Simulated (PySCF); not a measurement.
C7H14O2Si.
Numbering: `[CH3:1][O:2][Si@@H:3]1[CH2:4][CH2:5][C@@H:6]([CH2:7][CH:8]=[O:9])[CH2:10]1`

Geometry (GFN2-xTB, Å), atoms numbered from 1 in this order:
```
atom  x, y, z in Å
C1     3.8762   -0.1076    0.1969
O2     2.6011   -0.6043    0.4771
Si3    1.2242   -0.3631   -0.3494
C4     0.3296    1.2988   -0.0739
C5    -0.8095    0.9488    0.8909
C6    -1.3134   -0.4682    0.5955
C7    -2.0687   -0.5114   -0.7383
C8    -3.2470    0.4126   -0.7364
O9    -3.5073    1.2188   -1.5849
C10   -0.0937   -1.3892    0.5451
H11    4.5768   -0.5723    0.8909
H12    4.1675   -0.3482   -0.8276
H13    3.9068    0.9768    0.3231
H14    1.4092   -0.6595   -1.7764
H15   -0.0854    1.6988   -0.9977
H16    0.9522    2.0848    0.3516
H17   -1.6250    1.6725    0.8220
H18   -0.4312    0.9672    1.9153
H19   -2.0050   -0.7826    1.3868
H20   -1.4051   -0.2628   -1.5658
H21   -2.4518   -1.5242   -0.8960
H22   -3.9017    0.2908    0.1519
H23    0.2300   -1.6258    1.5582
H24   -0.3405   -2.3308    0.0613
```

NICS = −σ at a ghost point: NICS(0) at the centroid of the ring atoms, NICS(1) 1 Å to either side along the normal of their mean plane, zz for the tensor component along that normal. Level: GIAO PBE0/pcSseg-1 (PySCF, non-relativistic, gas phase) on the GFN2-xTB geometry, one conformer.

Ring bond lengths (Å), with Mayer bond orders in brackets: Si3–C4 1.907 (0.87), C4–C5 1.533 (1.02), C5–C6 1.533 (1.01), C6–C10 1.529 (1.01), C10–Si3 1.895 (0.90).

Problem. What do the NICS probes read (ppm)?

Solution. 
| ring | type | NICS(0) | NICS(1), two faces | NICS(1)zz, two faces | rms pucker (Å) | centre to ring atoms, mean (Å) |
| --- | --- | --- | --- | --- | --- | --- |
| Si3–C4–C5–C6–C10 | 5-membered ring with Si; formal bonds all single | -5.0 | -5.1 / -3.1 | -7.7 / -1.7 | 0.19 | 1.40 |

Problem. What can be read from them?

Solution. 
- Si3–C4–C5–C6–C10: mean NICS(1)zz -4.7 ppm, shielded. Si3, C4, C5, C6, C10 have four or more neighbours; no verdict on aromaticity is drawn. The two faces differ by 6.0 ppm, so no symmetry operation interchanges them.

Problem. At the first NICS(1) probe listed for ring Si3–C4–C5–C6–C10, 1 Å off the ring, how large is the induced field along the normal in 7.05 T applied along it?

Solution. NICSzz × B0 = -7.7 ppm × 7.05 T = -54 μT, against the applied field.

Problem. What are the shieldings of the ring atoms and their hydrogens in the same run (means over atoms taken as equivalent)?

Solution. 
```
atoms                  environment  σ isotropic (ppm)  principal values of the symmetric part, first atom (ppm)
  Si3         oxygen-bound silicon              331.3                                       273.5, 335.9, 384.6
   C4  sp3 carbon bound to silicon              179.3                                       173.2, 176.1, 188.6
   C5              ring CH2 carbon              153.8                                       135.1, 156.1, 170.3
   C6                sp3 CH carbon              151.2                                       136.0, 155.5, 162.0
  C10  sp3 carbon bound to silicon              164.6                                       148.3, 155.8, 189.8
  H14                Si–H hydrogen              26.36                                          22.6, 25.5, 31.0
  H15           methylene hydrogen              31.27                                          25.8, 29.4, 38.6
  H16           methylene hydrogen              30.96                                          26.3, 28.3, 38.3
  H17           methylene hydrogen              30.02                                          25.1, 28.5, 36.4
  H18           methylene hydrogen              30.11                                          25.1, 28.3, 36.9
  H19             methine hydrogen              28.98                                          25.3, 25.8, 35.9
  H23           methylene hydrogen              30.74                                          26.0, 28.3, 37.9
  H24           methylene hydrogen              30.95                                          26.5, 29.3, 37.0
```
